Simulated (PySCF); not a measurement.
**Sn₃Se⁺, quartet: data card**

Method: UB3LYP in PySCF with Se def2-SVP, Sn def2-SVP with ECP28; scalar-relativistic core potentials, no spin–orbit coupling; density-fitted integrals.

The structure is a minimum.

```json
{
  "Point group": "C3v",
  "Bond lengths": "Se–Sn 2.734 Å (×3), Sn–Sn 3.253 Å (×3)",
  "Bond angles": "Se–Sn–Sn 53.5° (×6), Sn–Se–Sn 73.0° (×3), Sn–Sn–Sn 60.0° (×3)",
  "Principal quadrupole moments (Buckingham, traceless) about the centre of mass": "-12.96, 6.48, 6.48 D Å",
  "Dipole moment about the centre of mass": "2.00 D",
  "Entropy at 298.15 K and 1 bar (electronic part: spin only)": "401.1 J/(mol K)",
  "Heat capacity Cp at 298.15 K": "81.4 J/(mol K)",
  "Enthalpy at 298.15 K above 0 K": "20.79 kJ/mol",
  "Rotational constants": "0.01889, 0.01889, 0.01328 cm⁻¹",
  "Zero-point energy": "4.5 kJ/mol",
  "Lowest empty level (β)": "-8.49 eV",
  "Principal polarisabilities": "108.2, 171.8, 171.8 bohr³",
  "Rotational symmetry number": "3",
  "Spin squared ⟨S²⟩": "3.755",
  "Highest occupied level (α)": "-9.97 eV"
}
```

Harmonic modes (masses in u: Se 79.917, Sn 119.902):
```csv
symmetry,ω (cm⁻¹),"IR (km/mol, summed over degenerate members)",μ (u)
e,77,0.1,114.06
a1,101,0.4,110.70
e,138,5.2,96.70
a1,226,9.1,90.41
```

In C3v the vibrations span 2e + 2a1.

Charges (e):
| atom | Mulliken | Löwdin | polar tensor | spin (Mulliken) | Mayer order to Se1 |
| --- | --- | --- | --- | --- | --- |
| Se1 | -0.29 | 0.02 | -0.33 | 0.07 | – |
| Sn2,3,4 | 0.43 | 0.33 | 0.44 | 0.98 | 0.81 |
Other Mayer orders above 0.3: Sn–Sn 0.55 (×3).

Mulliken populations on Se1: s 7.94, p 16.29, d 10.06.

Outer orbital energies (eV). α occupied: -16.60, -16.60, -12.15, -11.80, -11.80, -10.41, -9.97, -9.97; empty: -6.34, -6.34, -6.24, -5.84. β occupied: -22.96, -17.00, -15.87, -15.87, -11.85, -11.60, -11.60; empty: -8.49, -8.01, -8.01, -5.59.

Other isomers or separated fragments may lie lower. With an element this heavy the missing spin–orbit coupling can shift these numbers.

The final relaxation and frequency run took about 13 core-minutes on a shared host.
